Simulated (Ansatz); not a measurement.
`[Ag][I]` + H–F → `[F][Ag]` + HI at 600 K and 1 bar (ligand exchange at the Ag–I bond).

Calculated with Ansatz (gas phase, PBE0-D4/def2-TZVP geometries, no zero-point term in ΔE). CBS: MP2 limit from def2 TZ/QZ plus the TZ coupled-cluster correction, frozen cores. This one scheme is used for every species. Elements past krypton have def2 core potentials. For Ag, I outer-core shells are correlated without core-valence functions, which leaves a few kJ/mol of doubt a bond.

```
  species  CCSD(T)/CBS energy (Eh)  H − E (kJ/mol)  S (J/(mol·K))
`[Ag][I]`               -444.41059            22.5          290.4
      H–F               -100.39570            42.3          194.0
`[F][Ag]`               -246.69940            23.0          260.6
       HI               -298.03592            31.6          227.0
```

H − E and S are ideal-gas, rigid-rotor, harmonic terms from PBE0-D4/def2-TZVP. 1 Eh = 2625.50 kJ/mol, R = 8.31446 J/(mol·K).

Problem. By hand: ΔE, ΔH, ΔS and ΔG.

Solution. ΔE = (-246.69940) + (-298.03592) − (-444.41059) − (-100.39570) = 0.07097 Eh = 186.3 kJ/mol. Δ(H − E) = 23.0 + 31.6 − 22.5 − 42.3 = -10.2, so ΔH = 176.1 kJ/mol. ΔS = 260.6 + 227.0 − 290.4 − 194.0 = 3.2 J/(mol·K). ΔG = 176.1 − 600 × (3.2)/1000 = 174.2 kJ/mol.

Problem. By hand: the equilibrium constant, and the temperature at which ΔG would vanish if ΔH and ΔS stayed fixed.

Solution. log₁₀ K = −ΔG/(RT ln 10) = -15.2. ΔG = 0 at ΔH/ΔS = 55031 K, far beyond where these terms or the molecules hold.

The number of gas molecules stays the same, so ΔS is small and ΔH decides. A doubt of 5 kJ/mol in ΔE shifts log₁₀ K by 0.4 here. These are equilibria of isolated gas molecules and say nothing of rates. Largest T1 diagnostic: 0.023 (customary marks: 0.02 for closed shells, 0.045 for open ones).
